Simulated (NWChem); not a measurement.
# Correlation energy of tin monoxide (OSn)

```
Sn
O 1 1.8384
```
Charge 0, spin multiplicity 1.

Program: NWChem. The geometry was optimised at PBE0/def2-SVP with def2 effective core potentials on Sn, a minimum by its harmonic frequencies.

Basis set: def2-SVP. Each correlation energy counts from its own Hartree-Fock reference.

Effective core potentials replace the inner electrons of Sn; spin-orbit coupling is left out. The correlated methods keep 5 core orbitals frozen. Coupled-cluster values serve here as a point of comparison, not as the truth.

**Question.** For the correlation energy, CCSD gives -302.5 mHa and MP2 gives -310.3 mHa. What do CR-CCSD[T], SCS-MP2, CR-CCSD(T) give?

**Answer.** CR-CCSD[T]: -322.3 mHa; SCS-MP2: -296.5 mHa; CR-CCSD(T): -316.6 mHa.
